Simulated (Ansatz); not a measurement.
Basis-set extrapolation for `CB1CS1` (PBE0-D4/def2-TZVP geometry, frozen core, Ansatz). Multiplicity 1, RHF reference.

```json
{"": "HF", "def2-TZVPP": "-500.916023", "def2-QZVPP": "-500.931644"}
{"": "MP2 correlation", "def2-TZVPP": "-0.614279", "def2-QZVPP": "-0.657082"}
{"": "CCSD(T) correlation", "def2-TZVPP": "-0.684777", "def2-QZVPP": "not run"}
```

Energies in hartree. Use E(X) = E(∞) + A·exp(−7.88·√X) for Hartree–Fock and E(X) = E(∞) + B·X^(−2.97) for correlation, with X = 3 and 4, and add CCSD(T) minus MP2 of the smaller set to the MP2 limit.

Question: What is the CCSD(T) energy at the basis-set limit?

Answer: HF limit: -500.931644 + (-0.015621) × 0.13774 = -500.93380. MP2 limit: -0.657082 + (-0.042803) × 0.74074 = -0.68879. Higher-order term: -0.684777 − (-0.614279) = -0.07050. Total: -501.69309 hartree, 242.3 kJ/mol below CCSD(T)/def2-TZVPP.
